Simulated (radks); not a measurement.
Results of a calculation; reference values are marked as such.
Ho IX, 59 electrons, occupied as [Kr] 4d9 4f7 5s2 5p5 (not the ground configuration).

Level of theory: scalar-relativistic Kohn-Sham, r2SCAN, spin-polarised, spherical densities, finite nucleus; open shells are filled with parallel spins first (spin-orbit coupling, left out, can overturn this in heavy ions); meta-GGA in the generalised Kohn-Sham scheme; Fermi nuclear charge, rms radius 5.2022 fm (a radial shooting solver on a logarithmic mesh with Libxc functionals).

Energy parts (eV):
total: -342674.11
kinetic: 370635.46
electron-nucleus: -830651.65
Hartree: 124558.38
exchange-correlation: -7216.30

Orbitals (lengths in bohr, moments of r in powers of bohr; r(max) is where P^2 peaks):
orbital  occ.  eigenvalue (eV)      <r^4>   r(max)
1s up       1        -55728.44  9.268e-07  0.01311
1s down     1        -55728.25  9.268e-07  0.01311
2s up       1        -9480.518  0.0001448  0.07459
2s down     1        -9479.516  0.0001448  0.07459
2p up       3        -8414.139  0.0001097  0.06062
2p down     3        -8413.255  0.0001097  0.06061
3s up       1        -2255.427   0.005485   0.2110
3s down     1        -2250.181   0.005449   0.2109
3p up       3        -1927.978   0.005795   0.2076
3p down     3        -1922.605   0.005748   0.2074
3d up       5        -1511.978   0.004583   0.1699
3d down     5        -1507.361   0.004533   0.1697
4s up       1        -579.6335     0.1273   0.4818
4s down     1        -567.0104     0.1281   0.4818
4p up       3        -469.8095     0.1635   0.5022
4p down     3        -457.3651     0.1653   0.5022
4d up       5        -320.7482     0.2341   0.5166
4d down     4        -308.4362     0.2407   0.5169
4f up       7        -155.4233     0.4955   0.4944
4f down     0        -143.6001     0.5671   0.4967
5s up       1        -177.9854      2.772    1.055
5s down     1        -172.0926      2.991    1.069
5p up       3        -145.3545      4.094    1.152
5p down     2        -140.5966      4.427    1.170

The highest occupied level is 5p down at -140.60 eV. The configuration is held as typed, so some empty levels lie below it. The spin density at the nucleus is 11.53 e/bohr^3 (1s -1.54, 2s -5.66, 3s -31.05, 4s 15.24, 5s 34.54). Summed over all electrons, <r^2> = 22.18 bohr^2, which gives a Langevin (diamagnetic) susceptibility term of -17.6 x 10^-6 cm^3/mol. The density falls to 0.001 e/bohr^3 at r = 2.59 bohr. The electron density at the nucleus is 8.473e+05 e/bohr^3 (large components only).
